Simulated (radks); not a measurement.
Results of a calculation; reference values are marked as such.
All-electron atom: Sm III in [Xe] 4f6 (the NIST ground configuration). Level of theory: Dirac Kohn-Sham, BP86, spin-unpolarised, spherical densities, point nucleus; open shells fill j = l - 1/2 first (a radial shooting solver on a logarithmic mesh with Libxc functionals).

Spin-orbit splittings of the eigenvalues, e(l+1/2) - e(l-1/2), with zeta = 2 splitting/(2l+1) and mean radii in bohr:

shell,occ.,splitting (eV),zeta (eV),<r> j=l-1/2,<r> j=l+1/2
2p,6,603.1,402.1,0.08072,0.08735
3p,6,122.1,81.41,0.2442,0.2569
3d,10,26.52,10.61,0.2286,0.2326
4p,6,26.79,17.86,0.5934,0.6224
4d,10,4.780,1.912,0.6653,0.6757
4f,6,0.5418,0.1548,0.9873,1.004
5p,6,3.562,2.374,1.586,1.677
5d,0,0.2871,0.1148,2.489,2.534
6p,0,0.4717,0.3145,4.310,4.519
